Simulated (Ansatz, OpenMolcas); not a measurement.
A ladder of methods for CH6BNO2 (SMILES OBNCO)

CH6BNO2: 11 atoms, total charge 0, spin state singlet. As SMILES, `OBNCO`. Geometry: relaxed at PBE0-D4/def2-TZVP. This is a higher conformer, about 10 kJ/mol above the lowest found by a separate search.

```csv
atom,x (Å),y (Å),z (Å)
O,-0.3653,1.8673,0.5240
B,-0.1510,0.7763,1.3107
N,0.0413,-0.5145,0.7616
C,-0.0745,-0.8271,-0.6213
O,0.8335,-0.0164,-1.3606
H,-0.1459,1.6847,-0.3973
H,-0.1355,0.9159,2.4996
H,0.3440,-1.2657,1.3548
H,-1.0958,-0.6290,-0.9783
H,0.1421,-1.8900,-0.7746
H,0.6727,-0.1585,-2.2982
```

Quantity: the energy change with the N3–C4 bond stretched from 1.423 to 2.134 Å, in eV. The values are calculated.

| level | kind | program | value (eV) | CPU time (all runs) |
| --- | --- | --- | --- | --- |
| TPSS/def2-SVP (restricted) | meta-GGA | OpenMolcas | 2.80 | 2.1 min |
| r2SCAN0/def2-SVP (restricted) | hybrid meta-GGA | Ansatz | 3.32 | 34 s |
| wB97M-V/def2-SVP (restricted) | range-separated hybrid | Ansatz | 3.26 | 3.1 min |
| B2PLYP/def2-SVP (restricted) | double hybrid | OpenMolcas | 3.09 | 79 s |
| RPA@PBE/def2-SVP (restricted) | RPA | Ansatz | 2.94 | 32 s |
| RPA@PBE0/def2-SVP (restricted) | RPA | Ansatz | 3.11 | 34 s |
| MP2/def2-SVP (restricted) | perturbation theory | OpenMolcas | 3.24 | 30 s |
| CCSD/def2-SVP (restricted) | coupled cluster or CI | Ansatz | 3.18 | 70 s |

The first shape isn't each level's own minimum. The values span 2.80 to 3.32 eV. Times are those of the runs behind each value, whatever else they computed, on shared processors of several kinds: orders of magnitude only.
